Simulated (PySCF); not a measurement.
Structure with atom numbers: `[N:1]#[C:2][Si:3]1([CH:4]=[O:5])[SiH2:6][CH2:7][SiH2:8]1`. Hydrogens are named by the atom that carries them.

Relativity neglected, averaged over atoms made equivalent by symmetry, fast rotation or ring inversion, single conformer, in vacuum. Coordinates at the GFN2-xTB level; shieldings: GIAO PBE0/pcSseg-1; PySCF.

References, each an isolated molecule treated in the same way: TMS for $^{13}$C and $^{1}$H and $^{29}$Si; NH3 for $^{15}$N; $^{17}$O vs H2O.

```json
{"atoms": "Hb(Si6)/Hb(Si8)", "nucleus": "$^{1}$H", "count": "2", "Hirshfeld charge": "-0.06", "δ (ppm)": "?"}
{"atoms": "O5", "nucleus": "$^{17}$O", "count": "1", "Hirshfeld charge": "-0.21", "δ (ppm)": "952.9"}
{"atoms": "Ha(Si6)/Ha(Si8)", "nucleus": "$^{1}$H", "count": "2", "Hirshfeld charge": "-0.06", "δ (ppm)": "4.88"}
{"atoms": "C7", "nucleus": "$^{13}$C", "count": "1", "Hirshfeld charge": "-0.25", "δ (ppm)": "-7.8"}
{"atoms": "C2", "nucleus": "$^{13}$C", "count": "1", "Hirshfeld charge": "-0.05", "δ (ppm)": "?"}
{"atoms": "Si6/Si8", "nucleus": "$^{29}$Si", "count": "2", "Hirshfeld charge": "0.28", "δ (ppm)": "-44.7"}
{"atoms": "Ha(C7)", "nucleus": "$^{1}$H", "count": "1", "Hirshfeld charge": "0.04", "δ (ppm)": "0.83"}
{"atoms": "Hb(C7)", "nucleus": "$^{1}$H", "count": "1", "Hirshfeld charge": "0.04", "δ (ppm)": "?"}
{"atoms": "H(C4)", "nucleus": "$^{1}$H", "count": "1", "Hirshfeld charge": "0.04", "δ (ppm)": "12.36"}
{"atoms": "N1", "nucleus": "$^{15}$N", "count": "1", "Hirshfeld charge": "-0.20", "δ (ppm)": "377.4"}
{"atoms": "Si3", "nucleus": "$^{29}$Si", "count": "1", "Hirshfeld charge": "0.22", "δ (ppm)": "-57.0"}
{"atoms": "C4", "nucleus": "$^{13}$C", "count": "1", "Hirshfeld charge": "0.05", "δ (ppm)": "?"}
```

Complete the table.

## Answers


- C4: 245.5 ppm, carbonyl carbon
- C2: 123.2 ppm, nitrile carbon; C≡N carbons fall here, among the sp2 signals but without a proton
- Hb(Si6)/Hb(Si8): 4.84 ppm, hydrogen on a silicon bonded to C, Si, in a 4-membered ring
- Hb(C7): 0.94 ppm, hydrogen on an sp3 CH2 bonded to 2 Si

Shifts are as computed. Against solution values, carbons near 30 ppm lie about +3 ppm off and those near 130 ppm about +5 ppm. Of 1211 compounds with measured shifts, 218 miss one by over three times the rms of a fit or turn the order of signals round; such compounds aren't used in these exercises. Unscaled 17O shifts of doubly bonded oxygen tend to come out too high, by tens of ppm or more. Experimental scales use liquid or dissolved standards, which lie at an offset from isolated NH3 (liquid NH3: subtract about 20 ppm) and H2O (liquid H2O: subtract about 36 ppm). Unscaled 15N shifts of sp2 nitrogen come out 20 to 40 ppm too high even then.
